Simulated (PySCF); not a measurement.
C2H4F2Si, SMILES F[SiH2]C(=C)F.

Geometry optimised at B3LYP-D3(BJ)/def2-SVP. This is a generated structure with no PubChem entry under its InChIKey; it may be hypothetical. Other conformers were not sampled.

Calculation: PySCF with PBE/def2-TZVP.

Symmetry labels are those of the subgroup Cs that the program uses (full group Cs).

Computed valence orbital energies around the gap with their symmetry:
```json
[
 {"orbital": "HOMO−7", "symmetry": "A\"", "energy (eV)": "-11.32"},
 {"orbital": "HOMO−6", "symmetry": "A'", "energy (eV)": "-10.94"},
 {"orbital": "HOMO−5", "symmetry": "A\"", "energy (eV)": "-10.61"},
 {"orbital": "HOMO−4", "symmetry": "A'", "energy (eV)": "-10.13"},
 {"orbital": "HOMO−3", "symmetry": "A'", "energy (eV)": "-9.89"},
 {"orbital": "HOMO−2", "symmetry": "A\"", "energy (eV)": "-8.49"},
 {"orbital": "HOMO−1", "symmetry": "A'", "energy (eV)": "-7.93"},
 {"orbital": "HOMO", "symmetry": "A\"", "energy (eV)": "-6.74"},
 {"orbital": "LUMO", "symmetry": "A\"", "energy (eV)": "-1.58"},
 {"orbital": "LUMO+1", "symmetry": "A'", "energy (eV)": "-1.15"},
 {"orbital": "LUMO+2", "symmetry": "A'", "energy (eV)": "0.36"},
 {"orbital": "LUMO+3", "symmetry": "A'", "energy (eV)": "1.02"}
]
```
